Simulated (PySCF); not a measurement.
**Bi²⁺: ionisation energy**

Bi²⁺ [Xe] 4f14 5d10 6s2 6p1 (2P) → Bi³⁺ [Xe] 4f14 5d10 6s2 (1S), as a difference of total energies. Calculation: PySCF 2.14, in def2-QZVPPD with the def2 core potential (60 electrons) (8s6p5d4f1g, 88 functions); scalar relativity through the core potential. Correlated levels: valence: 5s2 5p6 5d10 frozen; valence and next inner shell: nothing frozen outside the core potential. The calculations carry no spin-orbit coupling.

**Question.** Order these methods by the ionisation energy they give, lowest first.
A. TPSS
B. UHF
C. PW91
D. MP2 (valence)

**Answer.** B (23.054 eV), D (23.281 eV), A (23.532 eV), C (23.725 eV).

The reference lies between the lowest fine-structure levels, while these numbers refer to the centres of the terms.

Errors of the correlated levels include the incompleteness of this basis and the frozen core.

For comparison: 25.571 eV (measured; NIST Atomic Spectra Database, ionization energies).
